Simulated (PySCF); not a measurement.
Predicted microwave data (PBE0/pcSseg-1 in PySCF (dipole) on a GFN2-xTB geometry, gas phase) for one isomer of C5H11NO2Si2:

```
Rotational constants : A = 1227, B = 458.0, C = 381.5 MHz
Dipole components    : |μa| = 0.46 D, |μb| = 0.35 D, |μc| = 1.28 D
Inertial defect      : -190.53 u·Å²
κ                    : -0.82
```

Task: Which candidate fits, each taken in the one conformer that was computed?
A. `[CH3:1][NH:2][Si@H:3]([O:4][SiH3:5])[c:6]1[cH:7][cH:8][cH:9][o:10]1` with C1–N2–Si3–O4 -48°, N2–Si3–O4–Si5 -68°, N2–Si3–C6–C7 53°
B. `[CH2:1]=[CH:2][Si@@H:3]([C:4](=[CH2:5])[O:6][SiH3:7])[C:8]([NH2:9])=[O:10]` with C1–C2–Si3–C4 13°, C2–Si3–C4–C5 -107°, Si3–C4–O6–Si7 -166°, C2–Si3–C8–N9 -85°, Si3–C8–N9–H 179° and -4°
C. `[CH3:1][O:2][Si@@H:3]1[CH2:4][CH2:5][C@@H:6]([C:7]#[N:8])[SiH2:9][O:10]1` with C1–O2–Si3–C4 177°, O2–Si3–C4–C5 -150°, Si3–C4–C5–C6 65°, C4–C5–C6–C7 167°, C5–C6–Si9–O10 39°
D. `[O:1]=[C:2]([OH:3])[C:4]#[C:5][CH2:6][N:7]([SiH3:8])[CH2:9][SiH3:10]` with O1–C2–O3–H 0°, C5–C6–N7–Si8 -89°, C6–N7–C9–Si10 63°
E. `[CH:1]#[C:2][SiH2:3][N:4]([CH3:5])[SiH:6]1[O:7][CH2:8][CH2:9][O:10]1` with C2–Si3–N4–C5 -37°, Si3–N4–Si6–O7 58°, N4–Si6–O7–C8 -120°, Si6–O7–C8–C9 -10°, O7–C8–C9–O10 21°, C8–C9–O10–Si6 -23°

Result: D. It is O=C(O)C#CCN([SiH3])C[SiH3], an asymmetric top, point group C1. The candidates at the same level (rigid rotor, commonest isotopes):

```tsv
SMILES	A (MHz)	B (MHz)	C (MHz)	μa (D)	μb (D)	μc (D)	Δ (u·Å²)	point group	rotor
C=C[Si@@H](C(=C)O[SiH3])C(N)=O	1216	673.5	565.8	4.57	0.27	0.98	-272.78	C1	asymmetric top
C#C[SiH2]N(C)[SiH]1OCCO1	2237	551.4	510.6	0.11	0.05	0.12	-152.55	C1	near-prolate asymmetric top
O=C(O)C#CCN([SiH3])C[SiH3]	1227	458.0	381.5	0.46	0.35	1.28	-190.53	C1	asymmetric top
CO[Si@@H]1CC[C@@H](C#N)[SiH2]O1	2330	557.8	486.1	4.58	0.26	0.17	-83.13	C1	near-prolate asymmetric top
CN[Si@H](O[SiH3])c1ccco1	1415	626.1	508.6	0.35	0.74	1.43	-170.68	C1	asymmetric top
```

`C#C[SiH2]N(C)[SiH]1OCCO1` has A 82 % too high; `C=C[Si@@H](C(=C)O[SiH3])C(N)=O` has C 48 % too high; `CO[Si@@H]1CC[C@@H](C#N)[SiH2]O1` has A 90 % too high; `CN[Si@H](O[SiH3])c1ccco1` has B 37 % too high. No structure here is proved a minimum.
